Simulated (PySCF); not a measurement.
Gas-phase reaction: In(CH3)2NH2 + C3H7 (n-propyl) ⇌ In(CH3)3 + CH2NH + CH3

Energies from PySCF, thermal terms from the rigid-rotor harmonic-oscillator model, ideal gas at 1 bar. † marks an energy on the PBE0/def2-TZVP geometry and frequencies. MP2 freezes the core. Open shells (unrestricted): C3H7 (n-propyl) (multiplicity 2), CH3 (multiplicity 2); the rest are closed-shell singlets. B3LYP is the form with VWN-RPA correlation. In: scalar-relativistic def2 core potential, no spin-orbit coupling. No R ln 2 is added for the mirror-image form of C3H7 (n-propyl). Methyl groups turn as free rotors in In(CH3)2NH2, In(CH3)3. In(CH3)2NH2, CH2NH: computed as isolated molecules; such fragments, hydroxides, amides, oligomers or adducts are transient or little studied in the gas. MP2 isn't extrapolated to the basis-set limit; its ΔH°(298 K) is 155.0 kJ in def2-SVP and 155.7 kJ in def2-TZVPP. The harmonic model lacks anharmonicity and excited electronic states, which grow with temperature; levels with a mode under 35 cm⁻¹ are left out. Internal rotation in C3H7 (n-propyl) is treated as a harmonic vibration of one conformer, which makes the entropy rough. Soft modes under 120 cm⁻¹ make the harmonic entropy rough for In(CH3)2NH2, In(CH3)3.

```tsv
level	ΔE electronic, kJ	ΔH°(298 K), kJ	ΔS°(298 K), J/K	ΔG°(2000 K), kJ
B3LYP/def2-TZVP†	153	136	126	-93
HF/def2-TZVP†	142	125	126	-104
M06-2X/def2-TZVP†	178	161	126	-68
MP2/def2-SVP†	172	155	126	-74
r2SCAN/def2-TZVP†	176	158	126	-71
```
ΔH° is lowest at HF/def2-TZVP† and highest at M06-2X/def2-TZVP†. No reference value is set beside these.
